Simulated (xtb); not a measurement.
C2H5S (SMILES CC[S]), doublet, geometry from GFN2-xTB; GFN1-xTB run with xtb.

Input for xtb:
```
$ xtb mol.xyz --gfn 1 --uhf 1 --grad --json

# file mol.xyz
8

C      1.59120474    -0.30906457    -0.07423518
C      0.14127741    -0.74696820    -0.19413812
S     -1.00497093     0.59920090     0.15218980
H      1.79862002     0.04821331     0.93193225
H      2.24903285    -1.14856825    -0.29044018
H      1.80540898     0.49349823    -0.77641106
H     -0.08762157    -1.54584703     0.51354516
H     -0.08079833    -1.09831398    -1.20342314
```

What the program printed (banner, timings and long lists left out):

```
   ID    Z sym.   atoms
    1    6 C      1, 2
    2   16 S      3
    3    1 H      4-8

           -------------------------------------------------
          |                Calculation Setup                |
           -------------------------------------------------

           -------------------------------------------------
          |                 G F N 1 - x T B                 |
           -------------------------------------------------

          ...................................................
          :                      SETUP                      :
          :.................................................:
          :  # basis functions                  28          :
          :  # atomic orbitals                  27          :
          :  # shells                           17          :
          :  # electrons                        19          :
          :  # halogen bonds                     0          :
          :  max. iterations                   250          :
          :  Hamiltonian                  GFN1-xTB          :
          :  restarted?                      false          :
          :  GBSA solvation                  false          :
          :  PC potential                    false          :
          :  electronic temp.          300.0000000     K    :
          :  accuracy                    1.0000000          :
          :  -> integral cutoff          0.2500000E+02      :
          :  -> integral neglect         0.1000000E-07      :
          :  -> SCF convergence          0.1000000E-05 Eh   :
          :  -> wf. convergence          0.2000000E-04 e    :
          :  Broyden damping             0.4000000          :
          :  net charge                          0          :
          :  unpaired electrons                  1          :
          ...................................................

 iter      E             dE          RMSdq      gap      omega  full diag
   1    -10.6425241 -0.106425E+02  0.703E+00    5.88       0.0  T
   2    -10.6510118 -0.848768E-02  0.426E+00    6.04       1.0  T
   3    -10.6515532 -0.541435E-03  0.432E-01    6.12       1.0  T
   4    -10.6520518 -0.498602E-03  0.300E-02    6.09       1.2  T
   5    -10.6520538 -0.201714E-05  0.105E-02    6.09       3.4  T
   6    -10.6520540 -0.187649E-06  0.226E-03    6.09      15.7  T
   7    -10.6520541 -0.174315E-07  0.281E-04    6.09     125.7  T
   8    -10.6520541 -0.231603E-09  0.619E-05    6.09     570.7  T
[...]
         :: total energy             -10.549348674161 Eh    ::
[...]
        18                         -0.0226123              -0.6153
        19                         -0.0191540              -0.5212
        20                         -0.0135365              -0.3683
        21                          0.1321067               3.5948
       ...                                ...                  ...
        27                          0.4506533              12.2629
      -------------------------------------------------------------
                  HL-Gap            0.2238211 Eh            6.0905 eV
             Fermi-level           -0.3412931 Eh           -9.2871 eV

  Mulliken/CM5 charges         n(s)   n(p)   n(d)
     1C    -0.08711 -0.23678   1.009  3.078  0.000
     2C     0.02858 -0.06538   1.032  2.939  0.000
     3S    -0.12205 -0.14768   1.961  4.165 -0.004
     4H     0.03416  0.08681   0.966  0.000  0.000
     5H     0.03132  0.08298   0.969  0.000  0.000
     6H     0.03416  0.08681   0.966  0.000  0.000
     7H     0.04047  0.09662   0.960  0.000  0.000
     8H     0.04047  0.09662   0.960  0.000  0.000

Wiberg/Mayer (AO) data.
largest (>0.10) Wiberg bond orders for each atom

 ---------------------------------------------------------------------------
     #   Z sym  total        # sym  WBO       # sym  WBO       # sym  WBO
 ---------------------------------------------------------------------------
     1   6 C    3.982 --     2 C    1.014     6 H    0.987     4 H    0.987
                             5 H    0.983
     2   6 C    3.974 --     3 S    1.041     1 C    1.014     8 H    0.959
                             7 H    0.959
     3  16 S    1.135 --     2 C    1.041
     4   1 H    1.010 --     1 C    0.987
     5   1 H    1.004 --     1 C    0.983
     6   1 H    1.010 --     1 C    0.987
     7   1 H    0.998 --     2 C    0.959
     8   1 H    0.998 --     2 C    0.959
 ---------------------------------------------------------------------------

Topologies differ in total number of bonds
Writing topology from bond orders to xtbtopo.mol

 dipole moment from electron density (au)
     X       Y       Z
   0.4183  -0.5060  -0.1302  total (Debye):    1.701

           -------------------------------------------------
          | TOTAL ENERGY              -10.549348674161 Eh   |
          | GRADIENT NORM               0.011759904211 Eh/α |
          | HOMO-LUMO GAP               6.090482762096 eV   |
           -------------------------------------------------

normal termination of xtb
```
